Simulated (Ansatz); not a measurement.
Which method gave which barrier?

Saddle point of AlH$_{5}$SeO, singlet (AlH₃O ([OH][AlH2]) + H₂Se → AlH₃Se ([AlH2][SeH]) + H₂O (still joined by a long Al–O bond); bonds formed: O2–H5; dative contacts that become bonds: Al1–Se6; bonds broken: H5–Se6; bonds weakened to dative contacts: Al1–O2), PBE0-D4/def2-TZVP structure:

Al1  (-0.444, 0.787, -0.346)
O2  (1.030, -0.136, -0.821)
H3  (-1.627, 0.663, -1.396)
H4  (-0.157, 2.069, 0.534)
H5  (0.512, -1.080, 0.165)
Se6  (-0.655, -1.248, 1.279)
H7  (1.165, -0.449, -1.718)
H8  (0.176, -0.606, 2.305)
(Å)

Computed with Ansatz 0.2.0 (basis: def2-TZVPP, with def2-QZVPP for the basis limit); correlated methods freeze the cores. Filled d shells of the heavier atoms are correlated. The def2 sets are not built for correlating such inner shells, so the correlated values are less sure here. Extrapolation: Hartree–Fock as exp(−7.88 √X), correlation as X^−2.97. Four methods, as single points on the PBE0-D4 structures, gave these electronic barriers from the start structure: 0.131, 0.223, 0.365, 0.720 eV.

Problem. The methods were, in alphabetical order, CCSD(T), HF, PBE-D4, PBE0-D4. Which gave which? (A judgement: the text doesn't fix the answer.)

Solution. Computed: PBE-D4 0.131; PBE0-D4 0.223; CCSD(T) 0.365; HF 0.720 eV. For comparison, CCSD(T) at an estimated basis limit (MP2 extrapolated from triple and quadruple zeta, plus CCSD(T) − MP2 in triple zeta) gives 0.335 eV.

The T1 diagnostic stays at or below 0.011.

Labels in which every atom is bracketed show which atoms are joined, not bond orders.

For scale, one of the runs: CCSD(T)/def2-TZVPP, 191 basis functions, launched by `ansatz run in.yaml --threads 4 --pin off --events-out ev --progress --plain --max-ram 9574MiB`. Time: 16 s of wall clock on 4 CPU threads of an Intel Xeon 6975P-C; the host was shared. Peak host memory: 2.2 GiB.
